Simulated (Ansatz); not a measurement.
Reaction (SMILES): [SiH3][PH] (SiPH4) -> [SiH3][PH-] (an electron is taken up)

Wanted: adiabatic electron affinity (0 K, with zero-point energies), in eV. Positive where the reaction releases energy. Set-up: valence correlation only; non-relativistic; LANL2DZ with its own core potentials from Na on; 6-31G* and kin with 6d, 5d where marked; no spin-orbit coupling; open shells spin-unrestricted; 6-311+G** with 5d, 6d on Na to Ar in Ansatz (a program for electronic structure); no dispersion term unless named. CBS marks a two-point X^-3 extrapolation of the correlation energy; Hartree-Fock from the larger set. The bracket is a focal-point correction in the basis named. First-principles rows: single points at B3LYP-D3(BJ) geometries (Ansatz), with unscaled harmonic terms from B3LYP/6-31G* at its own minima. Sets without +, aug- or the D of def2-TZVPD hold no diffuse functions, which anions need.

Coupled cluster (Ansatz) is a level with limits of its own, used here on species with T1 under 0.025 (0.045 for open shells) and stable references: RI-MP2/CBS(aug-cc-pV(T+d)Z,aug-cc-pV(Q+d)Z)+[CCSD(T)-MP2]/aug-cc-pV(T+d)Z.

Value to compare with, RI-MP2/CBS(aug-cc-pV(T+d)Z,aug-cc-pV(Q+d)Z)+[CCSD(T)-MP2]/aug-cc-pV(T+d)Z (Ansatz): 1.94 eV.

| level | program | adiabatic electron affinity (0 K, with zero-point energies) (eV) | difference |
|---|---|---|---|
| B3LYP/STO-3G | Ansatz | -3.86 | -5.80 |
| B3LYP/3-21G | Ansatz | 1.44 | -0.50 |
| B3LYP/LANL2DZ | Ansatz | 1.34 | -0.60 |
| B3LYP/6-31G | Ansatz | 1.49 | -0.45 |
| B3LYP/6-31G* | Ansatz | 1.48 | -0.46 |
| B3LYP/6-31+G* | Ansatz | 1.77 | -0.17 |
| B3LYP/6-31G** | Ansatz | 1.48 | -0.46 |
| B3LYP/def2-SVP | Ansatz | 1.40 | -0.54 |
| B3LYP/cc-pVDZ | Ansatz | 1.41 | -0.53 |
| B3LYP/6-311+G** | Ansatz | 1.80 | -0.14 |
| B3LYP/def2-TZVPD | Ansatz | 1.78 | -0.16 |

Among the 10 habitual levels, B3LYP/STO-3G lies farthest from RI-MP2/CBS(aug-cc-pV(T+d)Z,aug-cc-pV(Q+d)Z)+[CCSD(T)-MP2]/aug-cc-pV(T+d)Z (Ansatz) (-5.80 eV); 0 of 10 lie above it, and their mean absolute difference is 0.96 eV, the median 0.48. One case shows no general order.

The sets are all those run for this method; runs whose electronic state is in doubt are left out.
